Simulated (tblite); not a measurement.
C5H8ClNSi2.
SMILES with atom numbers: `[Cl:1][SiH2:2][SiH2:3][c:4]1[cH:5][cH:6][cH:7][cH:8][n:9]1` (hydrogens: H10, H11 on Si2; H12, H13 on Si3; H14 on C5; H15 on C6; H16 on C7; H17 on C8)

Computed with GFN2-xTB (tblite), gas phase: L-BFGS steps from a force-field or distance-geometry start until the largest atomic force falls under 0.01 eV/Å.

Step 8: E = -700.1914 eV
```
atom  x, y, z in Å  |  force x, y, z in eV/Å
Cl1     4.8757    0.0481   -0.4466    0.033   0.005   0.015
Si2     2.9324   -0.4072   -0.8054    0.048  -0.080  -0.081
Si3     1.6174    0.3793    0.9056    0.003   0.052   0.108
C4     -0.1944    0.1296    0.4314   -0.027   0.084  -0.022
C5     -1.1390    1.1492    0.4611   -0.034   0.025   0.022
C6     -2.4465    0.8862    0.0886   -0.018  -0.005   0.022
C7     -2.7757   -0.4018   -0.3030    0.052  -0.017  -0.027
C8     -1.7619   -1.3519   -0.3124   -0.064  -0.020   0.012
N9     -0.5143   -1.1010    0.0374   -0.045   0.006  -0.002
H10     2.8989   -1.8553   -0.9880    0.010  -0.039  -0.039
H11     2.6322    0.2129   -2.0967    0.002  -0.008  -0.077
H12     1.7913    1.8217    1.1450   -0.029   0.040   0.031
H13     1.8578   -0.2679    2.2007   -0.038  -0.027   0.026
H14    -0.8369    2.1351    0.7781   -0.028   0.038   0.007
H15    -3.1962    1.6660    0.1086    0.022  -0.011  -0.004
H16    -3.7838   -0.6596   -0.6008    0.112   0.009   0.033
H17    -1.9639   -2.3712   -0.6135    0.001  -0.052  -0.025
```

Step 9: E = -700.1934 eV
```
atom  x, y, z in Å  |  force x, y, z in eV/Å
Cl1     4.8768    0.0473   -0.4477   -0.001  -0.004   0.013
Si2     2.9312   -0.4108   -0.8073    0.048  -0.024  -0.062
Si3     1.6152    0.3808    0.9083    0.023   0.018   0.015
C4     -0.1961    0.1321    0.4310    0.009   0.069   0.011
C5     -1.1409    1.1514    0.4639   -0.025   0.030   0.000
C6     -2.4478    0.8875    0.0900   -0.015  -0.042   0.009
C7     -2.7740   -0.4022   -0.3030    0.022   0.033  -0.009
C8     -1.7602   -1.3514   -0.3104   -0.057  -0.031  -0.002
N9     -0.5131   -1.1001    0.0395   -0.040   0.056  -0.001
H10     2.9021   -1.8579   -0.9955    0.005  -0.047  -0.027
H11     2.6363    0.2079   -2.1025    0.000  -0.013  -0.044
H12     1.7852    1.8213    1.1503   -0.014   0.070   0.029
H13     1.8514   -0.2669    2.2013   -0.026  -0.049   0.060
H14    -0.8354    2.1378    0.7794   -0.052   0.009   0.001
H15    -3.1980    1.6670    0.1075    0.020  -0.020  -0.001
H16    -3.7820   -0.6615   -0.6013    0.125   0.016   0.034
H17    -1.9578   -2.3703   -0.6135   -0.024  -0.071  -0.026
```

Step 10: E = -700.1950 eV
```
atom  x, y, z in Å  |  force x, y, z in eV/Å
Cl1     4.8780    0.0468   -0.4482   -0.024  -0.011   0.010
Si2     2.9310   -0.4144   -0.8101    0.030   0.022  -0.032
Si3     1.6140    0.3824    0.9108    0.040  -0.012  -0.060
C4     -0.1974    0.1351    0.4306    0.026   0.059   0.037
C5     -1.1430    1.1540    0.4662    0.006   0.019  -0.015
C6     -2.4488    0.8878    0.0913   -0.008  -0.007   0.009
C7     -2.7719   -0.4017   -0.3031   -0.004   0.007  -0.002
C8     -1.7597   -1.3519   -0.3088   -0.012  -0.010  -0.004
N9     -0.5129   -1.0982    0.0413   -0.033   0.059  -0.007
H10     2.9047   -1.8610   -1.0021    0.002  -0.045  -0.017
H11     2.6395    0.2037   -2.1082    0.000  -0.020  -0.015
H12     1.7801    1.8225    1.1552   -0.002   0.076   0.027
H13     1.8458   -0.2672    2.2030   -0.019  -0.055   0.069
H14    -0.8353    2.1405    0.7806   -0.069  -0.001  -0.001
H15    -3.1991    1.6675    0.1067    0.015  -0.031   0.001
H16    -3.7786   -0.6629   -0.6010    0.090   0.016   0.020
H17    -1.9534   -2.3709   -0.6139   -0.039  -0.067  -0.020
```

Step 11: E = -700.1963 eV
```
atom  x, y, z in Å  |  force x, y, z in eV/Å
Cl1     4.8785    0.0461   -0.4484   -0.031  -0.014   0.008
Si2     2.9316   -0.4170   -0.8131    0.007   0.036  -0.006
Si3     1.6139    0.3836    0.9121    0.046  -0.023  -0.080
C4     -0.1983    0.1387    0.4309    0.032   0.015   0.038
C5     -1.1445    1.1563    0.4677    0.012   0.016  -0.021
C6     -2.4497    0.8882    0.0926    0.017  -0.017  -0.001
C7     -2.7699   -0.4016   -0.3032   -0.006   0.019   0.018
C8     -1.7595   -1.3526   -0.3076    0.025  -0.011  -0.013
N9     -0.5135   -1.0955    0.0426    0.006   0.054  -0.003
H10     2.9069   -1.8643   -1.0077    0.001  -0.027  -0.008
H11     2.6420    0.2000   -2.1132    0.001  -0.022   0.003
H12     1.7759    1.8249    1.1596    0.007   0.055   0.020
H13     1.8409   -0.2684    2.2055   -0.016  -0.044   0.044
H14    -0.8367    2.1426    0.7815   -0.072   0.009   0.003
H15    -3.1996    1.6673    0.1061   -0.006  -0.022   0.004
H16    -3.7742   -0.6636   -0.6005    0.016   0.006  -0.003
H17    -1.9507   -2.3726   -0.6146   -0.039  -0.030  -0.003
```

**Question.** Estimate the geometry and energy of step 12. (The exact step hangs on the optimiser's Hessian estimate; all steps are aligned on step 11, rigid shifts and turns removed.)

**Answer.** E = -700.1970 eV, largest force 0.071 eV/Å
```
atom  x, y, z in Å  |  force x, y, z in eV/Å
Cl1     4.8781    0.0455   -0.4483   -0.023  -0.012   0.008
Si2     2.9321   -0.4180   -0.8150   -0.007   0.019   0.004
Si3     1.6149    0.3839    0.9117    0.041  -0.013  -0.047
C4     -0.1983    0.1410    0.4317    0.023   0.002   0.025
C5     -1.1452    1.1579    0.4681    0.025   0.010  -0.014
C6     -2.4498    0.8879    0.0933    0.015   0.011  -0.003
C7     -2.7687   -0.4012   -0.3029   -0.006  -0.019   0.014
C8     -1.7592   -1.3532   -0.3073    0.043   0.007  -0.010
N9     -0.5138   -1.0930    0.0431    0.024   0.018  -0.005
H10     2.9080   -1.8665   -1.0108    0.000  -0.005  -0.001
H11     2.6434    0.1976   -2.1159   -0.001  -0.019   0.004
H12     1.7738    1.8271    1.1623    0.011   0.020   0.012
H13     1.8380   -0.2699    2.2076   -0.016  -0.025   0.006
H14    -0.8389    2.1440    0.7820   -0.066   0.025   0.007
H15    -3.2000    1.6667    0.1058   -0.010  -0.023   0.005
H16    -3.7715   -0.6639   -0.6003   -0.025   0.002  -0.014
H17    -1.9500   -2.3740   -0.6151   -0.029   0.003   0.009
```

The energy changes by -0.0007 eV. The first-order estimate −F·Δx gives -0.0010 eV and the mean of the old and new forces, exact on a quadratic surface, -0.0007 eV. The step makes an angle of 59° with the force vector and moves no atom by more than 0.004 Å.

What follows is the cost of the whole relaxation. Hardware: an Arm Neoverse N1 with one thread, shared host. Cost: 2.5 s.
